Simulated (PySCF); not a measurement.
# Computed structure and properties of [La(H2O)3]3+

System: [La(H2O)3]3+ (singlet); start: displaced along the imaginary mode (D3). Method: PySCF 2.14.0, RKS r2SCAN, La lcecp-1-SVP with ECP46, O def2-SVP, H def2-SVP; non-relativistic Hamiltonian with scalar-relativistic core potentials where named; density fitting; no spin-orbit coupling.

Input of the relaxation:

```python
mol = gto.M(atom='''
La     0.00000     0.00000     0.00000
O      2.43075     0.00001    -0.00000
H      3.04968    -0.24999     0.76989
H      3.04968     0.25001    -0.76989
O     -1.21539     2.10509     0.00000
H     -1.30835     2.76610     0.76989
H     -1.74136     2.51609    -0.76989
O     -1.21537    -2.10510    -0.00000
H     -1.74134    -2.51611     0.76989
H     -1.30832    -2.76611    -0.76989''',
    basis={'La': 'lcecp-1-SVP', 'O': 'def2-SVP', 'H': 'def2-SVP'},
    ecp={'La': 'lcecp-1-SVP'},
    charge=3, spin=0)
mf = dft.RKS(mol, xc='R2SCAN')
mf.grids.atom_grid = (50, 194)  # f atoms: unpruned, at least (60, 302)
mf = mf.density_fit()  # fitting sets: La AutoAux, O def2-universal-JKFIT, H def2-universal-JKFIT
mf.conv_tol = 1e-08; mf.max_cycle = 55
mf.kernel(dm0)  # dm0: converged density of the start geometry
# quasi-Newton relaxation in Cartesian coordinates to a largest gradient under 0.00045 Eh/bohr, steps kept in the point group
```

Run from Python with OMP_NUM_THREADS=2; the lines above give its settings. Where DIIS fails, smearing, a level shift and second-order steps follow.
It took 3 min on 2 threads of AMD EPYC 7R43 64-Core Processor (Zen 3) (shared host), from the converged density of the start.

Course of the relaxation:

```json
{"step": "0", "energy above end (eV)": "0.2613", "largest force component within the symmetry (eV/Å)": "1.162"}
{"step": "1", "energy above end (eV)": "0.1129", "largest force component within the symmetry (eV/Å)": "0.129"}
{"step": "2", "energy above end (eV)": "0.1066", "largest force component within the symmetry (eV/Å)": "0.043"}
{"step": "3", "energy above end (eV)": "0.1022", "largest force component within the symmetry (eV/Å)": "0.141"}
{"step": "4", "energy above end (eV)": "0.0986", "largest force component within the symmetry (eV/Å)": "0.217"}
{"step": "5", "energy above end (eV)": "0.0925", "largest force component within the symmetry (eV/Å)": "0.284"}
{"step": "6", "energy above end (eV)": "0.0801", "largest force component within the symmetry (eV/Å)": "0.248"}
{"step": "7", "energy above end (eV)": "0.0624", "largest force component within the symmetry (eV/Å)": "0.031"}
{"step": "18", "energy above end (eV)": "0.0050", "largest force component within the symmetry (eV/Å)": "0.039"}
{"step": "19", "energy above end (eV)": "0.0033", "largest force component within the symmetry (eV/Å)": "0.136"}
{"step": "20", "energy above end (eV)": "0.0021", "largest force component within the symmetry (eV/Å)": "0.045"}
{"step": "21", "energy above end (eV)": "0.0009", "largest force component within the symmetry (eV/Å)": "0.042"}
{"step": "22", "energy above end (eV)": "0.0004", "largest force component within the symmetry (eV/Å)": "0.110"}
{"step": "23", "energy above end (eV)": "0.0000", "largest force component within the symmetry (eV/Å)": "0.005"}
```
(The steps between are left out.)

Relaxed geometry (D3):

```xyz
10

La    0.0000    0.0000    0.0000
O     2.4155    0.0000    0.0000
H     3.0337   -0.7554    0.1536
H     3.0337    0.7554   -0.1536
O    -1.2078    2.0919    0.0000
H    -0.8627    3.0050    0.1536
H    -2.1711    2.2496   -0.1536
O    -1.2078   -2.0919    0.0000
H    -2.1711   -2.2496    0.1536
H    -0.8626   -3.0050   -0.1536
```

```
     contact      Å
La1–O2 (H2O)  2.416
La1–O5 (H2O)  2.416
La1–O8 (H2O)  2.416
```

On the finer grid (75, 302):

```yaml
HOMO: -23.07 eV
LUMO: -16.79 eV
Dipole_about_the_centre_of_mass: 0.00 D
Set_of_Mulliken_populations_of_La1_outside_the_core_potential: s 2.08, p 6.11, d 0.70, f 0.04
D3_BJ_dispersion_energy_not_in_the_energies: -0.039 eV
```

```
atom  Mulliken (e)  Löwdin (e)  spin (e)
 La1          2.07        1.81      0.00
  O2         -0.35       -0.01      0.00
  H3          0.33        0.20      0.00
  H4          0.33        0.20      0.00
  O5         -0.35       -0.01      0.00
  H6          0.33        0.20      0.00
  H7          0.33        0.20      0.00
  O8         -0.35       -0.01      0.00
  H9          0.33        0.20      0.00
 H10          0.33        0.20      0.00
```

The large-core potential holds the 4f shell empty.

No frequency check is given for this geometry.

Taking off one H2O (charge 0, singlet; the rest: singlet) in vacuum, both parts rigid, costs 3.39 eV; the small basis without counterpoise inflates it. Parting with an electron moved from the ligand to the metal can be far cheaper, even downhill.

Rigid scan of H2O along the line from its metal:

(distance to O2 (Å), energy (eV)): (2.12, 0.557), (2.22, 0.208), (2.32, 0.041), (2.42, 0.000), (2.52, 0.041), (2.62, 0.137), (2.82, 0.414)

One start shape was tried, so this needn't be the lowest isomer.
